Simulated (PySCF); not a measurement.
**Frontier orbitals and the lowest excitations**

C3H5Br.
Atom-mapped SMILES: `[CH2:1]=[CH:2][CH2:3][Br:4]` (hydrogens: H5, H6 on C1; H7 on C2; H8, H9 on C3)

Computed with TDDFT PBE0/def2-SVPD, vertical, gas phase, core orbitals frozen in the response (PySCF). Geometry: PBE0-D3(BJ)/def2-SVP, one conformer, isolated molecule. Relativistic effects, spin–orbit coupling among them, are left out although an element past zinc is present. Torsions of this conformer, `[CH2:1]=[CH:2][CH2:3][Br:4]`: C1–C2–C3–Br4 116°.

Kohn–Sham orbitals with the atoms that hold most of them (Löwdin shares over 4%, at most four atoms; ? is withheld):

```tsv
orbital	ε (eV)	atoms
LUMO+2	1.05	Br4 36%, C1 16%, C3 13%, C2 12%
LUMO+1	0.38	Br4 29%, C2 17%, C3 16%, C1 15%
LUMO	-0.91	Br4 33%, C1 23%, C2 17%, C3 16%
HOMO	?	?
HOMO-1	-7.94	?
HOMO-2	-8.25	Br4 48%, C2 17%, C1 16%, C3 12%
HOMO-3	-10.49	C2 24%, C1 24%, H7 13%, C3 12%
```

(1) Which atoms hold the HOMO, and with what shares?

(2) Give the leading atoms of the HOMO-1.

(3) What is the HOMO energy, and the HOMO–LUMO gap?

Answers

(1) Br4 (bonded to C) 45%; C1 (bonded to C and 2 H) 22%; C2 (bonded to 2 C and H) 22%; C3 (bonded to Br, C and 2 H) 4%. By element: carbon 48%, bromine 45%.

(2) Br4 (bonded to C) 83%; C3 (bonded to Br, C and 2 H) 11%.

(3) ε(HOMO) = -7.78 eV; the gap is 6.87 eV (0.2526 hartree).

Problem. How does S1 compare with the orbital gap of 6.87 eV?

Solution. S1 is at 5.61 eV (f = 0.0063), 1.26 eV below the gap, made of HOMO-1→LUMO (79%), HOMO→LUMO (13%). Its leading pair isn't HOMO and LUMO; the energies of that pair differ by 7.04 eV. 

Problem. One configuration dominates each of S1 and S4. Which, and how do the shares of the two leading atoms of either orbital change from the occupied to the empty one?

Solution. 
- S1 (5.61 eV, f 0.0063), HOMO-1→LUMO (79%): Br4 83% → 33%, C3 11% → 16%, C1 at most 4% → 23%
- S4 (7.05 eV, f 0.0069), HOMO-1→LUMO+1 (93%): Br4 83% → 29%, C3 11% → 16%, C2 at most 4% → 17%

The run took 63 s on one thread of an Arm Neoverse V2 (shared host), and the process peaked at 0.59 GiB of memory.
